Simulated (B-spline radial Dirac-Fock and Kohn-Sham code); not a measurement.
f′ and f″ of Er, 533.2 eV to 2.582 keV

These are calculated numbers from an atomic code on a B-spline grid; the model is the dispersion relation over Dirac-Hartree-Slater subshell photoionisation cross sections, with the Kissel-Pratt high-energy constant (isolated atom, no bound-bound lines or fine structure). The forward scattering factor is f₀ + f′ + i f″.

Input of the calculation (task.json; shells as n, l, electrons):

```json
{"items": [{
  "Z": 68,
  "q": 0,
  "cfg": [[1, 0, 2], [2, 0, 2], [2, 1, 6], [3, 0, 2], [3, 1, 6], [3, 2, 10], [4, 0, 2], [4, 1, 6], [4, 2, 10], [4, 3, 12], [5, 0, 2], [5, 1, 6], [6, 0, 2]],
  "A": 166,
  "rrms": 5.2516,
  "do": "dispersion",
  "hv": [533.2, 565.6, 652.0, 976.2, 1000.0, 1253.6, 1486.9, 1498.0, 1622.0, 1693.0, 1812.0, 2000.0, 2285.0, 2507.0, 2582.0, 2984.4, 3670.0, 3672.0, 4000.0, 4510.9, 5414.7, 6000.0, 6403.9, 6930.3, 8047.8, 9251.7, 11880.0, 12000.0, 13460.0, 13580.0, 15000.0, 17479.3, 19180.0, 19560.0, 20770.0, 22162.9, 23810.0, 24209.8, 24550.0, 27710.0, 30000.0, 34090.0, 40000.0, 41150.0],
  "edges": {"K": 57486.0, "L1": 9751.0, "L2": 9264.0, "L3": 8358.0, "M1": 2206.0, "M2": 2006.0, "M3": 1812.0, "M4": 1453.0, "M5": 1409.0, "N1": 449.8, "N2": 366.2, "N3": 320.2, "N4": 167.6, "N5": 167.6}
}]}
```

Command: `python xray2_run.py task.json out`

Edges near this range: M1 2206.0 eV, M2 2006.0 eV, M3 1812.0 eV, M4 1453.0 eV, M5 1409.0 eV, N1 449.8 eV.

| hν (eV) | λ (Å) | f′ (e) | f″ (e) | tabulated f′ | tabulated f″ |
| --- | --- | --- | --- | --- | --- |
| 533.2 | 23.25 | ? | ? | ? | ? |
| 565.6 | 21.92 | -31.608 | 16.216 | – | 13.00 |
| 652 | 19.02 | -30.101 | 14.963 | – | 12.79 |
| 976.2 | 12.70 | -28.955 | 11.078 | – | 10.61 |
| 1000 | 12.40 | -29.102 | 10.851 | -29.28 | 10.44 |
| 1253.6 | 9.890 | -33.667 | 8.814 | -33.87 | 8.08 |
| 1486.9 | 8.338 | -44.444 | 35.567 | -41.82 | 36.61 |
| 1498 | 8.277 | -41.409 | 35.969 | -40.25 | 36.23 |
| 1622 | 7.644 | -27.483 | 32.534 | -28.39 | 32.11 |
| 1693 | 7.323 | -24.473 | 30.561 | -25.45 | 30.08 |
| 1812 | 6.842 | -45.685 | 27.681 | -23.98 | 29.46 |
| 2000 | 6.199 | -17.965 | 28.119 | -17.61 | 27.64 |
| 2285 | 5.426 | -11.384 | 26.257 | -11.36 | 25.21 |
| 2507 | 4.946 | -8.557 | 23.237 | -8.60 | 22.48 |
| 2582 | 4.802 | -7.907 | 22.333 | -7.95 | 21.67 |

Problem. What are f′ and f″ at 533.2 eV?

Solution. f′ = -32.371 and f″ = 16.693 electrons (tables: – and 12.99). By the optical theorem f″ corresponds to a photoabsorption cross section 2 rₑ λ f″ = 2.19e+06 b.

Tabulated f′: xraylib 4.2 anomalous scattering factors (Cullen et al., EPDL97); f″: Chantler's tables (J. Phys. Chem. Ref. Data 1995 and 2000). Both are theoretical tables.
